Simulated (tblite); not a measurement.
Compound: C₆H₉OP₂ (charge -1).
Atom-mapped SMILES: `[CH3:1][O:2][c:3]1[p-:4][c:5]([CH3:6])[p:7][c:8]1[CH3:9]` (hydrogens: H10, H11, H12 on C1; H13, H14, H15 on C6; H16, H17, H18 on C9)
Bond orders are those of one Lewis drawing.

Computed with GFN2-xTB (tblite), gas phase: L-BFGS steps from a force-field or distance-geometry start until the largest atomic force falls under 0.01 eV/Å.

Step 17: E = -727.3401 eV
```
atom  x, y, z in Å  |  force x, y, z in eV/Å
C1     -1.8664    2.1690    0.2000   -0.018   0.020   0.006
O2     -1.8871    0.7782    0.1673   -0.017   0.015   0.016
C3     -0.6259    0.2052    0.0349    0.008   0.043  -0.003
P4      0.8561    1.1461   -0.0065   -0.022   0.105   0.011
C5      1.8751   -0.2527   -0.1181    0.020   0.055  -0.008
C6      3.3633   -0.0423   -0.1577    0.003  -0.028  -0.006
P7      1.1100   -1.8086   -0.1649   -0.012  -0.023   0.003
C8     -0.5221   -1.1616   -0.0493   -0.020   0.037   0.005
C9     -1.7508   -2.0240   -0.0211    0.008  -0.001   0.003
H10    -1.1152    2.5358    0.9118   -0.026  -0.004   0.063
H11    -1.6125    2.5904   -0.7827   -0.011  -0.006  -0.029
H12    -2.8590    2.5072    0.5053   -0.050  -0.010  -0.035
H13     3.5713    1.0267   -0.1991    0.033   0.043  -0.016
H14     3.8422   -0.4464    0.7338    0.057  -0.078   0.058
H15     3.8084   -0.5181   -1.0298    0.064  -0.077  -0.068
H16    -2.4363   -1.7330   -0.8199    0.009  -0.031  -0.017
H17    -1.4790   -3.0712   -0.1403   -0.020  -0.023   0.000
H18    -2.2811   -1.8944    0.9247   -0.005  -0.037   0.017
```

Step 18: E = -727.3422 eV
```
atom  x, y, z in Å  |  force x, y, z in eV/Å
C1     -1.8712    2.1727    0.2008   -0.014  -0.019   0.009
O2     -1.8887    0.7815    0.1704   -0.001  -0.019   0.004
C3     -0.6266    0.2083    0.0364    0.024   0.052  -0.004
P4      0.8584    1.1477   -0.0078   -0.087   0.139   0.017
C5      1.8753   -0.2509   -0.1207    0.058   0.041   0.000
C6      3.3644   -0.0472   -0.1589   -0.010  -0.015  -0.008
P7      1.1101   -1.8051   -0.1633   -0.032  -0.074  -0.005
C8     -0.5220   -1.1587   -0.0483   -0.014   0.057   0.013
C9     -1.7483   -2.0244   -0.0205    0.025   0.019  -0.003
H10    -1.1252    2.5375    0.9191   -0.022   0.025   0.035
H11    -1.6146    2.5903   -0.7831    0.005   0.010  -0.005
H12    -2.8667    2.5084    0.4997   -0.040  -0.011  -0.033
H13     3.5766    1.0197   -0.2006    0.042   0.087  -0.013
H14     3.8411   -0.4523    0.7325    0.059  -0.088   0.073
H15     3.8091   -0.5232   -1.0302    0.065  -0.096  -0.086
H16    -2.4310   -1.7330   -0.8215   -0.009  -0.041  -0.005
H17    -1.4716   -3.0704   -0.1414   -0.035  -0.016   0.009
H18    -2.2779   -1.8946    0.9258   -0.014  -0.051   0.001
```

Step 19: E = -727.3449 eV
```
atom  x, y, z in Å  |  force x, y, z in eV/Å
C1     -1.8783    2.1775    0.2020   -0.011  -0.058   0.013
O2     -1.8912    0.7857    0.1749    0.019  -0.050  -0.012
C3     -0.6274    0.2136    0.0385    0.032   0.051  -0.004
P4      0.8603    1.1521   -0.0092   -0.122   0.128   0.020
C5      1.8756   -0.2477   -0.1243    0.083   0.023   0.012
C6      3.3666   -0.0543   -0.1608   -0.004   0.006  -0.011
P7      1.1095   -1.8011   -0.1612   -0.040  -0.078  -0.015
C8     -0.5218   -1.1537   -0.0467   -0.002   0.065   0.022
C9     -1.7444   -2.0247   -0.0198    0.037   0.039  -0.010
H10    -1.1401    2.5404    0.9299   -0.024   0.058  -0.010
H11    -1.6177    2.5904   -0.7833    0.027   0.026   0.037
H12    -2.8783    2.5104    0.4911   -0.022  -0.017  -0.030
H13     3.5854    1.0111   -0.2031    0.047   0.097  -0.007
H14     3.8407   -0.4622    0.7317    0.041  -0.079   0.052
H15     3.8115   -0.5320   -1.0319    0.042  -0.097  -0.069
H16    -2.4238   -1.7338   -0.8236   -0.032  -0.050   0.011
H17    -1.4617   -3.0694   -0.1428   -0.046   0.001   0.022
H18    -2.2737   -1.8959    0.9271   -0.024  -0.064  -0.022
```

**Question.** Estimate the geometry and energy of step 20. (The exact step hangs on the optimiser's Hessian estimate; all steps are aligned on step 19, rigid shifts and turns removed.)

**Answer.** E = -727.3474 eV, largest force 0.115 eV/Å
```
atom  x, y, z in Å  |  force x, y, z in eV/Å
C1     -1.8858    2.1812    0.2034   -0.009  -0.073   0.012
O2     -1.8936    0.7890    0.1791    0.028  -0.056  -0.024
C3     -0.6278    0.2198    0.0405    0.026   0.033  -0.003
P4      0.8608    1.1583   -0.0104   -0.092   0.067   0.017
C5      1.8762   -0.2441   -0.1276    0.073   0.014   0.023
C6      3.3695   -0.0613   -0.1629    0.016   0.024  -0.012
P7      1.1082   -1.7980   -0.1593   -0.023  -0.023  -0.021
C8     -0.5215   -1.1478   -0.0448    0.011   0.049   0.025
C9     -1.7399   -2.0244   -0.0191    0.030   0.045  -0.012
H10    -1.1559    2.5444    0.9405   -0.031   0.077  -0.050
H11    -1.6203    2.5911   -0.7826    0.044   0.032   0.074
H12    -2.8902    2.5122    0.4818   -0.003  -0.031  -0.025
H13     3.5955    1.0037   -0.2057    0.047   0.062  -0.001
H14     3.8412   -0.4733    0.7314    0.008  -0.050   0.002
H15     3.8147   -0.5423   -1.0345    0.003  -0.072  -0.021
H16    -2.4172   -1.7356   -0.8254   -0.050  -0.051   0.022
H17    -1.4527   -3.0683   -0.1438   -0.047   0.022   0.032
H18    -2.2700   -1.8983    0.9279   -0.031  -0.068  -0.038
```

The energy changes by -0.0025 eV. The first-order estimate −F·Δx gives -0.0035 eV and the mean of the old and new forces, exact on a quadratic surface, -0.0025 eV. The step makes an angle of 75° with the force vector and moves no atom by more than 0.019 Å.
